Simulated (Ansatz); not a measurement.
One geometry of cis-PtH2(AsH3)2 (As₂PtH₈), several levels of theory.

```yaml
crystal:
  periodic: [false, false, false]
  atoms:
    - {symbol: Pt, position_ang: [0.810444, 0.780126, 0.048985]}
    - {symbol: H, position_ang: [2.392538, 0.891128, 0.080238]}
    - {symbol: H, position_ang: [0.980920, 2.356318, 0.102669]}
    - {symbol: As, position_ang: [-1.606235, 1.090141, 0.008238]}
    - {symbol: H, position_ang: [-2.630194, -0.032256, -0.030716]}
    - {symbol: H, position_ang: [-2.195368, 1.897854, -1.127272]}
    - {symbol: H, position_ang: [-2.247602, 1.867542, 1.136442]}
    - {symbol: As, position_ang: [1.029447, -1.645459, -0.032804]}
    - {symbol: H, position_ang: [1.811974, -2.330192, 1.065930]}
    - {symbol: H, position_ang: [1.784749, -2.248210, -1.196930]}
    - {symbol: H, position_ang: [-0.130670, -2.627000, -0.054769]}
basis:
  gaussian: {orbitals: def2-SVP, initial_orbitals: start.molden}
correlation: {method: ccsd_t}
scf: {omitted_lower_state_checks: [starts]}
output: {orbitals: {seedname: orbitals}}
```

The file start.molden holds the orbitals of an earlier run on this structure, at another level or in another basis.

```sh
$ ansatz run in.yaml --threads 4 --pin off --events-out ev --progress --plain --max-ram 3916MiB
```

It prints (some lines left out):

```
Functional definition: HF
  name "HF"
  cite "Fock, Z. Phys. 61, 126 (1930) doi:10.1007/BF01340294"
  parent pbe
  exchange = exact_x
  correlation = 0
these checks for a lower state are left out or cut short: starts
1370 factors; integrals over basis functions are off by at most 1.2e-3 eV
mean field evaluation 1: about -124923.3594 eV, gradient 2.2e1 eV
mean field evaluation 2: about -124924.3349 eV, gradient 9.0e-1 eV
mean field evaluation 4: about -124924.4397 eV, gradient 4.2e-1 eV
mean field evaluation 8: about -124924.4402 eV, gradient 1.3e-5 eV
mean field -124924.44017306 eV, -4590.8884995330 hartree, gradient 1.3e-6 eV, S^2 0.000000; 0 other end points of the search recorded, 0 dependent functions left out
18 core orbitals not correlated: weight in the atoms' cores, before any rotation towards them, 1.000 or more for the frozen orbitals, at most 0.000 for the correlated occupied ones
reference -124924.44017306 eV, -4590.8884995330 hartree; 28, 28 occupied and 90, 90 virtual orbitals, 1370 factors
second order -25.76272468 eV of doubles, -0.00000000 eV of singles
cycle   1  -24.28574879 eV  change     1.5e0 eV  update   1.7e-1
cycle   2  -25.26111656 eV  change   -9.8e-1 eV  update   6.4e-2
cycle   3  -25.50219161 eV  change   -2.4e-1 eV  update   3.0e-2
cycle   4  -25.47668191 eV  change    2.6e-2 eV  update   9.0e-3
cycle   5  -25.46651796 eV  change    1.0e-2 eV  update   3.5e-3
cycle   6  -25.46878602 eV  change   -2.3e-3 eV  update   1.1e-3
cycle   7  -25.46824231 eV  change    5.4e-4 eV  update   5.5e-4
cycle   8  -25.46793876 eV  change    3.0e-4 eV  update   1.5e-4
cycle   9  -25.46812647 eV  change   -1.9e-4 eV  update   7.4e-5
cycle  10  -25.46817179 eV  change   -4.5e-5 eV  update   2.6e-5
perturbative correction -0.80652512 eV, -0.0296392515 hartree
Total energy: -124950.71486996 eV, -4591.8540768347 hartree
Checks for a lower state left out: starts
```

Run time 43 s (4 threads of Arm Neoverse V1 on a shared host), peak host memory 1.1 GiB.

As the first input, with `gaussian: {orbitals: def2-TZVP, initial_orbitals: start.molden}`, `hamiltonian: {xc: {text: "exchange = 0.65*pbe_x + 0.35*exact_x\ncorrelation = pbe_c"}}` and without the key `correlation` (abridged; 4.1 s):

```
Functional definition: unnamed
mean field -125047.44590429 eV, -4595.4088767796 hartree, gradient 2.0e-5 eV, S^2 0.000000
Total energy: -125047.44593791 eV, -4595.4088780152 hartree
Checks for a lower state left out: starts
```

First input, but with `gaussian: {orbitals: def2-TZVP, initial_orbitals: start.molden}`, `hamiltonian: {xc: {name: B2PLYP}}` and without the key `correlation`, `output` (abridged; 7.5 s):

```
Functional definition: B2PLYP
mean field -125025.99993859 eV, -4594.6207520768 hartree, gradient 2.1e-6 eV, S^2 0.000000
18 core orbitals not correlated: weight in the atoms' cores, before any rotation towards them, 1.000 or more for the frozen orbitals, at most 0.000 for the correlated occupied ones
second order -35.68417663 eV of doubles, -0.00000000 eV of singles
Total energy: -125035.63487662 eV, -4594.9748295185 hartree
Checks for a lower state left out: starts
```

The first input with `gaussian: {orbitals: def2-TZVP, initial_orbitals: start.molden}`, `hamiltonian: {xc: {text: "exchange = 0.90*pbe_x + 0.10*exact_x\ncorrelation = pbe_c"}}` and without the key `correlation` (abridged; 3.8 s):

```
Functional definition: unnamed
mean field -125045.08653517 eV, -4595.3221715636 hartree, gradient 1.7e-5 eV, S^2 0.000000
Total energy: -125045.08658311 eV, -4595.3221733253 hartree
Checks for a lower state left out: starts
```

First input, but with `gaussian: {orbitals: def2-TZVP, initial_orbitals: start.molden}`, `hamiltonian: {xc: r2scan, dispersion: d4}` and without the key `correlation` (abridged; 6 s):

```
Functional definition: r2SCAN
mean field -125062.67895371 eV, -4595.9686810203 hartree, gradient 6.5e-6 eV, S^2 0.000000
Total energy: -125062.75053598 eV, -4595.9713116202 hartree
Checks for a lower state left out: starts
```

First input, but with `gaussian: {orbitals: def2-TZVP, initial_orbitals: start.molden}`, `hamiltonian: {xc: {text: "exchange = 0.85*pbe_x + 0.15*exact_x\ncorrelation = pbe_c"}}` and without the key `correlation` (abridged; 4 s):

```
Functional definition: unnamed
mean field -125045.53424888 eV, -4595.3386247389 hartree, gradient 1.3e-5 eV, S^2 0.000000
Total energy: -125045.53429390 eV, -4595.3386263936 hartree
Checks for a lower state left out: starts
```

First input, but with `gaussian: {orbitals: def2-TZVP, initial_orbitals: start.molden}`, `hamiltonian: {xc: {name: B97M-V}}` and without the key `correlation` (abridged; 12 s):

```
Functional definition: B97M-V
mean field -125038.63296424 eV, -4595.0850072064 hartree, gradient 7.2e-6 eV, S^2 0.000000
Total energy: -125038.63303975 eV, -4595.0850099812 hartree
Checks for a lower state left out: starts
```

Geometry: PBE0-D4/def2-SVP.

In the def2 sets Pt takes a core potential; there is no spin–orbit coupling. Correlated methods freeze 18 core orbitals; core or outer-core shells of Pt, As are correlated, in sets that lack core-valence functions.
